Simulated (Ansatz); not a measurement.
System: BF (charge +1, doublet). 
Coordinates optimised at B3LYP-D3(BJ)/def2-TZVP (Ansatz, a quantum-chemistry and plane-wave program):
```xyz
2

B      0.0000     0.0000    -0.7810
F      0.0000     0.0000     0.4339
```
Charge +1, spin multiplicity 2.

Basis-set convergence of Hartree-Fock and CCSD(T) correlation energies (hartree) with Ansatz. Cores are frozen in the correlated levels unless marked. Open shells are spin-unrestricted. Spin-orbit coupling is left out. No relativistic terms.

| basis | functions | E(HF) | E(corr, CCSD(T)) |
|---|---|---|---|
| cc-pVDZ | 28 | -123.74394 | -0.23461 |
| cc-pVTZ | 60 | -123.79528 | -0.30141 |
| cc-pVQZ | 110 | -123.80598 | -0.32617 |
| cc-pV5Z | 182 | -123.80864 | -0.33524 |

Extrapolating the two largest sets (X = 4 and 5) as X^-3: E(corr) = (125·(-0.33524) - 64·(-0.32617))/61 = -0.3448 Eh, an estimate of the basis-set limit. The largest set recovers 97.2 % of it, the smallest 68.0 %.
